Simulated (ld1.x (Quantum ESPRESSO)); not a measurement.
How hard is this lead TM potential?

Pb, norm-conserving Troullier–Martins (Kleinman–Bylander form), made with ld1.x (Quantum ESPRESSO) 7.5 (PBEsol, scalar-relativistic). Core [Xe] 4f14 5d10, reference 6s1.75 6p2.25. Waves: 6s (bound): rc 1.95 bohr; 6d channel at 0.15 Ry: rc 2.10 bohr; 6p (bound): rc 1.74 bohr. Local part: the p channel. Core correction: a·sin(br)/r model core, default radius (core density twice the valence density).

The pseudo-atom Hamiltonian at the reference potential is diagonalised in spherical Bessel functions j_l(qr) that vanish at 20 bohr, with q² up to the cutoff. All-electron valence levels (Ry): 6s -0.9103, 6p -0.2725.

Question: How do the lowest levels (Ry) of each channel move with the cutoff, and are there ghosts?

Answer:

```tsv
cutoff (Ry)	s #1	s #2	d #1	d #2	p #1	p #2	f #1	f #2	Σ f·Δε (mRy)
8	-1.8423	-0.8859	0.0414	0.1125	-0.2228	0.0285	0.1043	0.2246	154.5
12	-5.7912	-0.8920	0.0405	0.1104	-0.2349	0.0274	0.1043	0.2246	116.6
18	-10.4815	-0.9014	0.0397	0.1087	-0.2365	0.0272	0.1043	0.2245	96.4
25	-12.6258	-0.9081	0.0396	0.1085	-0.2474	0.0262	0.1043	0.2245	60.3
35	-13.8107	-0.9100	0.0396	0.1085	-0.2616	0.0249	0.1043	0.2245	25.0
40	-14.0182	-0.9100	0.0396	0.1085	-0.2640	0.0246	0.1043	0.2245	19.5
50	-14.2037	-0.9102	0.0393	0.1078	-0.2665	0.0243	0.1043	0.2245	13.5
60	-14.2917	-0.9103	0.0380	0.1053	-0.2675	0.0242	0.1043	0.2245	11.3
80	-14.3518	-0.9103	0.0211	0.0848	-0.2706	0.0238	0.1043	0.2245	4.2
100	-14.3550	-0.9103	-0.4752	0.0527	-0.2722	0.0236	0.1043	0.2245	0.6
120	-14.3628	-0.9103	-1.2885	0.0488	-0.2723	0.0236	0.1043	0.2245	0.4
400	-14.3663	-0.9103	-1.8493	0.0476	-0.2725	0.0236	0.1043	0.2245	0.0
```

Result: ghost states, extra bound levels that the all-electron valence spectrum of the same l lacks: s at -195.5 eV, d at -25.2 eV (a true bound ghost makes a file unfit for plane-wave use); 10 mRy is reached at 70 Ry and 1 mRy at 100 Ry.

Its largest configuration-test error is -617 meV.
